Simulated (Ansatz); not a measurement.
In(H2S)H3 (InH5S). The state is a singlet with charge 0. Geometry r2SCAN-D4/def2-TZVP, basis def2-TZVP, Ansatz.

```json
{"run": "A", "HOMO (eV)": "-6.82", "LUMO (eV)": "-1.29"}
{"run": "B", "HOMO (eV)": "-9.01", "LUMO (eV)": "0.07"}
{"run": "C", "HOMO (eV)": "-7.63", "LUMO (eV)": "-0.68"}
{"run": "D", "HOMO (eV)": "-6.75", "LUMO (eV)": "-1.15"}
{"run": "E", "HOMO (eV)": "-10.03", "LUMO (eV)": "1.00"}
{"run": "F", "HOMO (eV)": "-10.53", "LUMO (eV)": "1.53"}
```

In the def2 sets In takes a core potential; there is no spin–orbit coupling.

Problem. The runs used B97M-V, CAM-B3LYP, HF, PBE0, r2SCAN, ωB97X-V. Estimate which is which.

Solution. A B97M-V (0 % exact exchange); B CAM-B3LYP (range-separated); C PBE0 (25 % exact exchange); D r2SCAN (0 % exact exchange); E ωB97X-V (range-separated); F HF (100 % exact exchange). Exact exchange lowers occupied and raises empty levels; among semilocal functionals meta-GGAs tend to open the gap a little, and such runs are hard to tell apart. The gap grows from 5.54 eV (B97M-V) to 12.06 eV (HF).
